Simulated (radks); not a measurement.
Results of a calculation; reference values are marked as such.
Q: Excited configurations of the argon ion Ar3+: one electron is placed in a higher orbital outside [Ne] 3s2 3p2. The ground configuration is [Ne] 3s2 3p3. Level of theory: non-relativistic Kohn-Sham, PBE, spin-polarised, spherical densities, point nucleus; open shells are filled with parallel spins first (a radial shooting solver on a logarithmic mesh with Libxc functionals). Excitation = E - E(ground); binding = E(ion) - E, where the ion is the core of charge +4; n* = 4/sqrt(2 binding) in atomic units, and the quantum defect is n - n*.

| outer orbital | excitation (eV) | binding (eV) | n* | quantum defect | eigenvalue (eV) | <r> (bohr) |
|---|---|---|---|---|---|---|
| 3d | 22.420 | 36.775 | 2.433 | 0.567 | -30.121 | 1.623 |
| 4f | 44.717 | 14.478 | 3.878 | 0.122 | -12.157 | 4.120 |
| 6s | 49.304 | 9.891 | 4.691 | 1.309 | -8.931 | 8.505 |
| 6p | 50.221 | 8.974 | 4.925 | 1.075 | -8.079 | 9.155 |
| 7s | 52.365 | 6.830 | 5.646 | 1.354 | -6.197 | 12.33 |

Estimate the row for 7d.

A: excitation (eV) 53.728; binding (eV) 5.467; n* 6.310; quantum defect 0.690; eigenvalue (eV) -4.935; <r> (bohr) 14.71. The Delta-SCF ionisation energy is 59.195 eV (NIST Atomic Spectra Database: 59.6 eV, semi-empirical). Self-interaction in the functional shifts the binding energies and quantum defects, so they are the method's values and not measured ones. Open shells are spherical and high-spin; term and fine-structure splittings are not resolved.
